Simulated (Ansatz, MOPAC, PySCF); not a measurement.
Dimer: CH5N (SMILES CN) (first 7 atoms) with CH2O2 (SMILES O=CO); geometry from B3LYP-D3(BJ)/def2-TZVP, rigid monomers moved along the line of their centres of mass till N2···H12 is 2.30 Å.
(charge 0, multiplicity 1):
```xyz
12

C      0.1951     0.6462     0.1549
N     -0.5601    -0.4425     0.7931
H      0.9855     0.9585     0.8359
H     -0.4698     1.4936    -0.0117
H      0.6467     0.3639    -0.8006
H      0.0563    -1.2240     0.9904
H     -1.3030    -0.7782     0.1909
O      1.2589    -0.1161     4.0343
C      0.2424     0.2654     4.5658
O     -0.9422     0.3715     3.9910
H      0.1978     0.5752     5.6207
H     -0.8675     0.0659     3.0185
```

Counterpoise-corrected where a basis set is named; no monomer relaxation. Rows marked so take none.

Rows in 6-31G* carry no dispersion term and start afresh at each structure (6-31G* with six Cartesian d functions). The state that PM3 reach isn't checked.

The values were computed with Ansatz (Gaussian basis) for Hartree–Fock, density functionals and correlated methods; MOPAC for PM3 (differences of heats of formation); PySCF for 6-31G* rows, the dispersion terms. Values without a source in brackets are computed.

**Question.** One of these levels gives -10.7 kJ/mol for the interaction energy. Name it.
A. B3LYP/6-31G* (no counterpoise)
B. PBE-D3(BJ)/def2-TZVPPD
C. PM3

**Answer.** C, PM3. The others give -41.7 (PBE-D3(BJ)/def2-TZVPPD), -46.3 (B3LYP/6-31G* (no counterpoise))

Ansatz is a program for electronic structure.
